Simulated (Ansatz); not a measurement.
Cartesian coordinates (Å):
SMILES: [SiH](C=C)=C
```xyz
10

C     -1.4062     0.7150    -1.1136
C     -0.9390     0.7120     0.1463
Si     0.5750    -0.1822     0.7194
C      1.6355    -1.0961    -0.2730
H     -0.9063     0.1684    -1.9177
H     -2.3079     1.2660    -1.3929
H     -1.4904     1.2813     0.9044
H      0.8298    -0.0485     2.1807
H      2.5079    -1.5931     0.1535
H      1.5015    -1.2227    -1.3481
```
Charge 0, multiplicity 1.

Computed with frozen-core CCSD(T)/cc-pVTZ // PBE-D3(BJ)/def2-TZVP run with Ansatz (a program for electronic structure). The restricted HF reference is unstable towards unrestricted orbitals.

```yaml
HF energy: -406.00020 Ha
MP2 correlation energy: -0.61202 Ha
```

Estimate the CCSD correlation energy, the (T) correction, the total energy and the T1 diagnostic.


* **CCSD correlation energy**: -0.65350 Ha
* **(T) correction**: -0.03194 Ha
* **CCSD(T) total energy**: -406.68564 Ha
* **T1 diagnostic**: 0.015
